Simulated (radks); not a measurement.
Values are calculated unless marked as measured or tabulated.
Question: The manganese ion Mn3+ is in [Ar] 3d(3/2: 4, 5/2: 0). Level of theory: Dirac Kohn-Sham, BLYP, spin-unpolarised, spherical densities, finite nucleus; Fermi nuclear charge, rms radius of each element as measured or else 0.836 A^(1/3) + 0.57 fm (a radial shooting solver on a logarithmic mesh with Libxc functionals). Sub-shells are occupied by j as written (lower j first in brackets). One electron is removed from 3p3/2, 3p1/2, 3d3/2, 3s1/2 in turn, with full relaxation. Which removal costs least, and what does each cost?

Answer: 3d3/2 50.783 eV; 3p3/2 100.09 eV; 3p1/2 101.46 eV; 3s1/2 132.31 eV. The 3d3/2 electron leaves first.
